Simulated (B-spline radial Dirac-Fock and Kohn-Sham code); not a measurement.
Run log: O

ΔSCF core binding energies without Breit or QED terms, calculated with an atomic code on a B-spline grid. Keys: rel is the Hamiltonian (dirac, or spin-free x2c and nr, where L3 and M5 stand for the whole 2p and 3d shells), method is hf or an exchange,correlation pair (spin-unpolarised, also for the hole states), nuc the nuclear model, radius_factor scales its radius, rmax is the box in bohr, h the logarithmic mesh step, order the B-spline order, points the quadrature points per cell, c_factor scales the speed of light, and damp, ndamp, maxit and tol steer the iteration. The run stops when the commutator error falls below 10·tol·max(1, Z/10), or the numerical noise floor, and the energy has settled to about 1e-8 Ha; the virial ratio is −V/T.

Input (task.json):

```json
{"items": [{"Z": 8, "q": 0, "cfg": [[1, 0, 2], [2, 0, 2], [2, 1, 4]], "A": 16, "rrms": 2.6991, "do": "settings", "holes": ["K", "L3", "M5"],
  "settings": [{"rel": "dirac", "method": "hf", "nuc": "fermi", "radius_factor": 1.0, "rmax": 45.0, "h": 1.3, "order": 8, "points": 10, "c_factor": 1.0, "maxit": 79, "damp": 0.5, "ndamp": 3, "tol": 1e-08}]}]}
```

Command: `python xray2_run.py task.json out`

Ground-state iterations:

```
iter   energy (Ha)        error
   1      -72.05178658  8.56e-01
   2      -73.47774351  3.35e-01
   3      -73.77568337  1.08e-01
   4      -73.81577975  3.17e-02
   5      -73.81977629  1.39e-02
   6      -73.82049159  2.77e-04
   7      -73.82049337  1.41e-04
   8      -73.82049342  1.07e-05
   9      -73.82049342  5.24e-07
  10      -73.82049342  2.29e-08
```

The ground state converged in 10 iterations, with total energy -73.82049 Ha, virial ratio 1.99018 and highest orbital energy -17.06 eV. ΔSCF binding energies: K (1s) 537.5 eV. Holes are computed only in closed shells, and unreliable hole states are left out.

Question: One setting is unsound. Which, and why?

Answer: h is too large to resolve the orbitals. With the default settings (Dirac Hartree-Fock): The ground state converged in 10 iterations, with total energy -74.82499 Ha, virial ratio 1.99851 and highest orbital energy -16.75 eV. ΔSCF binding energies: K (1s) 545.8 eV. Holes are computed only in closed shells, and unreliable hole states are left out.
